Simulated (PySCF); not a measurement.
Electron correlation in Cl (chlorine, neutral)

Starting occupation: [Ne] 3s2 3p5, 3p1/2 with m_j = -1/2, +1/2, 3p3/2 with m_j = -1/2, +1/2, +3/2. All numbers are calculated (PySCF 2.14, X2C-1e with screened-nucleus spin-orbit coupling, Gaussian nucleus, in x2c-TZVPall-2c). Frozen: [Ne]; 7 electrons correlated; the 6 highest virtual spinors left out.

MP2 pair energies summed by pair of shells (mhartree):

```csv
pair,energy,share (%)
3p-3p,-98.30,61.3
3p-3s,-53.01,33.1
3s-3s,-8.98,5.6
```

Total MP2 correlation energy: -160.29 mhartree.

The GHF reference relaxed away from the jj start to a determinant that is no pure jj level (⟨S²⟩ = 0.75, ⟨J²⟩ = 3.76); the energies belong to that determinant.
